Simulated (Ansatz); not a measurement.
Reaction (ligand exchange at a B–O bond): `[AlH2][B]([SiH3])O[SiH3]` + CH₃OH → `CO[B]([AlH2])[SiH3]` + silanol

Calculated with Ansatz (gas phase, PBE0-D4/def2-TZVP geometries, no zero-point term in ΔE). CBS: MP2 limit from def2 TZ/QZ plus the TZ coupled-cluster correction, frozen cores. This one scheme is used for every species. DFT in def2-TZVPP. B3LYP here is the variant with VWN-RPA as its local correlation; programs differ in this. Each species was taken in one conformer, which may not be the lowest.

(1) Is it downhill or uphill in electronic energy at CCSD(T)/CBS, and by how much? (An estimate is asked.)

(2) What do these levels give: PBE-D4, r2SCAN-D4, PBE0-D4, B3LYP-D4, r2SCAN, PBE0, B3LYP, MP2/def2-TZVPP, SCS-MP2/def2-TZVPP, MP2/def2-QZVPP, MP2/CBS(def2), CCSD/CBS(def2)? (An estimate is asked.)

Largest T1 diagnostic among the species: 0.015.

## Answers

(1) Ansatz gave: Downhill: ΔE = -7.1 kJ/mol.

(2) Ansatz gave: PBE-D4 -8.4, r2SCAN-D4 -8.8, PBE0-D4 -5.8, B3LYP-D4 -10.6, r2SCAN -9.4, PBE0 -8.2, B3LYP -15.1, MP2/def2-TZVPP -9.6, SCS-MP2/def2-TZVPP -10.0, MP2/def2-QZVPP -8.8, MP2/CBS(def2) -8.4, CCSD/CBS(def2) -7.3 kJ/mol.

The D4 term adds +4.5 kJ/mol with B3LYP and +2.4 kJ/mol with PBE0; it sums over pairs of atoms, weighted by their polarisabilities, and B3LYP, whose exchange is more repulsive, gets the larger term.
